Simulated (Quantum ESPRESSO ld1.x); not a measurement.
Q: Species: Bi20+. Configuration: [Kr] 4d10 4f14 5s2 5p1 (the NIST ground configuration). Calculated with ld1.x of Quantum ESPRESSO 7.5: scalar-relativistic Kohn-Sham, LDA (Slater exchange, VWN5 correlation), spin-polarised, spherical densities, point nucleus; open shells are filled with parallel spins first. Some entries of the table are withheld. Estimate them.

orbital,occ.,eigenvalue (eV),<r> (bohr),<1/r> (bohr^-1)
1s up,1,-91100.1,0.01579,103.3
1s down,1,-91099.9,0.01579,103.3
2s up,1,-16758.4,0.06648,24.27
2s down,1,-16758.3,0.06648,24.27
2p up,3,-14407.5,0.06054,21.22
2p down,3,-14407.3,0.06054,21.22
3s up,1,-4394.71,0.1716,8.996
3s down,1,-4394.55,0.1716,8.996
3p up,3,-3723.04,0.1736,8.114
3p down,3,-3722.86,0.1736,8.114
3d up,5,-3049.47,0.1573,7.612
3d down,5,-3049.30,0.1573,7.612
4s up,1,-1355.79,0.3756,3.899
4s down,1,-1355.50,0.3755,3.899
4p up,3,-1134.45,0.4001,3.504
4p down,3,-1134.12,0.4000,3.504
4d up,5,-881.921,0.4172,3.167
4d down,5,-881.526,0.4170,3.169
4f up,7,-603.101,0.4242,2.820
4f down,7,-602.625,0.4236,2.823
5s up,1,-574.956,0.7619,1.822
5s down,1,-572.955,0.7610,1.825
5p up,1,-500.705,0.8261,(1)
5p down,0,-498.540,0.8256,(2)
5d up,0,-410.632,0.9102,(3)
5d down,0,-408.430,0.9105,(4)
6s up,0,-321.440,1.304,1.064
6s down,0,-320.164,1.308,1.060

A: 
(1) 5p up <1/r> (bohr^-1): 1.648
(2) 5p down <1/r> (bohr^-1): 1.650
(3) 5d up <1/r> (bohr^-1): 1.466
(4) 5d down <1/r> (bohr^-1): 1.466
